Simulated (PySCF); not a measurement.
Which determinant of SnC⁺ lies lowest?

Unrestricted PBE0; PySCF, scalar-relativistic core potentials, basis sets Sn aug-cc-pVDZ-PP with ECP28, C aug-cc-pVDZ. Outer shells of the fragments: Sn+ 4d10 5s2 5p1; C 2s2 2p2.

Followed along the bond (rough minima from three points):

```json
{"2Ms+1": "4", "unpaired": "σ ↑, π ↑↑", "⟨S²⟩ at the start": "3.75", "R at minimum (Å)": "2.13", "Te (eV)": "0.00"}
{"2Ms+1": "2", "unpaired": "σ ↓, π ↑↑", "⟨S²⟩ at the start": "1.77", "R at minimum (Å)": "2.14", "Te (eV)": "0.64"}
{"2Ms+1": "2", "unpaired": "σ ↑, π ↑↓", "⟨S²⟩ at the start": "1.76", "R at minimum (Å)": "2.15", "Te (eV)": "0.64"}
{"2Ms+1": "2", "unpaired": "σ ↑", "⟨S²⟩ at the start": "0.85", "R at minimum (Å)": "2.20", "Te (eV)": "1.60"}
{"2Ms+1": "2", "unpaired": "π ↑", "⟨S²⟩ at the start": "0.75", "R at minimum (Å)": "none in the scan", "Te (eV)": "≤ 1.23"}
```

Solutions found at the starting distance of 2.160 Å, counted from the lowest of them; the search is not exhaustive and high or unbound solutions are not listed, so other states can lie among these:

```tsv
2Ms+1	unpaired	term	E (eV)	⟨S²⟩	⟨Lz²⟩	μ (D)
4	σ ↑, π ↑↑	⁴Σ⁻	0.00	3.75	0.00	-0.84
2	σ ↓, π ↑↑	mixed	0.64	1.77	0.00	-1.01
2	σ ↑, π ↑↓	mixed	0.64	1.76	2.01	-0.80
2	π ↑	²Π	1.38	0.75	1.00	-0.38
2	σ ↑	mixed	1.60	0.85	2.00	-0.23
2	π ↑	mixed	2.03	1.15	1.00	-0.76
4	σ ↑, π ↑↑	mixed	3.03	3.76	2.01	2.15
4	π ↑↑↑	⁴Π	3.16	3.77	1.00	0.67
4	π ↑↑, δ ↑	⁴Δ	9.93	3.80	4.00	1.30
```

A term symbol is given only where ⟨S²⟩ and ⟨Lz²⟩ are close to those of a pure state; real π, δ and φ orbitals otherwise mix terms. A positive dipole points towards C; it is taken about the centre of mass and depends on that origin.

Spin–orbit coupling is left out.
